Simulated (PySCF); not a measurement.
NMR data simulated for an unnamed compound:

1H NMR (600 MHz, computed): δ 6.54 (m, 1H), 6.26 (m, 1H), 5.98 (m, 1H), 5.09 (m, 1H), 4.58 (s, 3H).

13C{1H} NMR (computed): δ 176.5 (C), 164.8 (C), 142.6 (CH), 133.1 (CH2), 95.0 (CH), 63.2 (CH3).

Theoretical values (PySCF 2.14): GFN2-xTB structure, NMR shieldings at PBE0/pcSseg-1/GIAO. One conformer, fast rotation and ring inversion assumed for equivalent nuclei, no solvent, non-relativistic.

Chemical shifts δ = σref − σ; 1H (σ = 31.72 ppm) and 13C (σ = 186.93 ppm) against TMS, all at this level.

Task: Which of these does the molecule contain: a methoxy group, a vinyl group CH=CH2, a CF3 group, an NH or NH2 group, a non-aromatic C=C double bond, a Si–H bond?

Result: 
- A methoxy group: yes (δC 63.2; δH 4.58 (s)).
- A vinyl group CH=CH2: yes (δC 133.1, 142.6; δH 6.54 (m), 5.98 (m), 6.26 (m)).
- A CF3 group: no.
- An NH or NH2 group: no.
- A non-aromatic C=C double bond: yes.
- A Si–H bond: no.

The data belong to `FC(/C=C(/C=C)OC)=O`, C6H7FO2; they needn't prove each group on their own.

Carbon signals by region: 2 in the far downfield region (above 160 ppm), 2 in the sp2 and nitrile region (100–160 ppm), 2 at 50–100 ppm. Above 160 ppm: 176.5, alkene carbon bearing oxygen, 164.8, carbonyl carbon.

Splittings by 19F in the carbon and heteronuclear signals aren't shown, as no couplings were computed. Shifts are as computed. Against solution values, carbons near 30 ppm lie about +3 ppm off and those near 130 ppm about +5 ppm. Of 1211 compounds with measured shifts, 218 miss one by over three times the rms of a fit or turn the order of signals round; such compounds aren't used in these exercises. Multiplicities follow the n + 1 count of equivalent neighbours, as no J values were calculated; m marks all less simple cases, F and P coupling included.
